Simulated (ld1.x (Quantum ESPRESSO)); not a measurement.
## What one change does to a pseudopotential (Ni, RRKJ)

| Quantity | Value |
| --- | --- |
| Element | nickel |
| Generator | ld1.x (Quantum ESPRESSO) 7.5 |
| Type | norm-conserving RRKJ (Kleinman–Bylander form) |
| Functional | PBEsol |
| Relativity | scalar-relativistic |
| Frozen core | [Ne] |
| Valence charge | 18 |
| Reference configuration | 3s2 3p6 3d8 4s2 4p0 |
| Partial waves | 3s (bound): rc 1.15 bohr; 3d (bound): rc 1.40 bohr; 3p (bound): rc 1.15 bohr |
| Local potential | the p channel |
| Core correction | none |
| rho0 | 0.005 |

Occupied shells without a wave of their own: 4s. They enter only through the test configuration that unscreens the potential.

Change: wave 3p (bound): rc 1.15 bohr becomes 3p (bound): rc 0.80 bohr.

Cutoffs: the cutoffs (Ry, on a coarse ladder) from which the occupation-weighted sum of valence levels, in a spherical-Bessel basis at the reference potential, stays within 10 and 1 mRy of its value at 400 Ry; they do not see the model core or the augmentation charge, which bear on the density cutoff. Errors are all-electron minus pseudo energies relative to the spin-unpolarised reference configuration.

**Question.** What does the change do?

**Answer.** The potential gets harder (140 Ry and 180 Ry → 160 Ry and 300 Ry); of the 7 tests that both files solve, the error grows in 7 and shrinks in 0 by more than 15 % and 0.3 meV (median size 28.6 → 112.1 meV); the range in which the p phases agree widens (upper end 2.7 → at the end of the scan); neither file shows a bound ghost. A smaller radius makes the pseudo-wave follow the all-electron one further in, where it bends more sharply, so more plane waves are needed. That the errors move this way runs against the usual rule that smaller radii transfer better.

| quantity | base | changed |
| --- | --- | --- |
| cutoff, loose | 140 Ry | 160 Ry |
| cutoff, tight | 180 Ry | 300 Ry |
| loose cutoff by channel (10 mRy a level) | s 110 Ry, d 80 Ry, p 70 Ry | s 110 Ry, d 80 Ry, p 120 Ry |
| bound ghosts | none | none |
| error for 3s2 3p6 3d8 4s1 4p0, meV [ΔE 9.34 eV] | +10 | +54 |
| error for 3s2 3p6 3d8 4s0 4p0, meV [ΔE 26.60 eV] | +32 | +145 |
| error for 3s2 3p6 3d7 4s0 4p0, meV [ΔE 64.03 eV] | +20 | +184 |
| error for 3s2 3p6 3d9 4s1 4p0, meV [ΔE -1.61 eV] | +14 | +38 |
| error for 3s2 3p6 3d8 4s1 4p1, meV [ΔE 4.63 eV] | +29 | +51 |
| error for 3s2 3p6 3d8 4s0 4p2, meV [ΔE 9.54 eV] | +68 | +112 |
| error for 3s2 3p6 3d8 4s0 4p1, meV [ΔE 15.05 eV] | +60 | +127 |
| s: phases at 1.55 bohr within 0.05 rad from the reference energy up to (Ry; the scan ends near 5) | to the end of the scan | to the end of the scan |
| p: phases at 1.55 bohr within 0.05 rad from the reference energy up to (Ry; the scan ends near 5) | 2.7 | to the end of the scan |
| d: phases at 1.55 bohr within 0.05 rad from the reference energy up to (Ry; the scan ends near 5) | 3.2 | 3.2 |
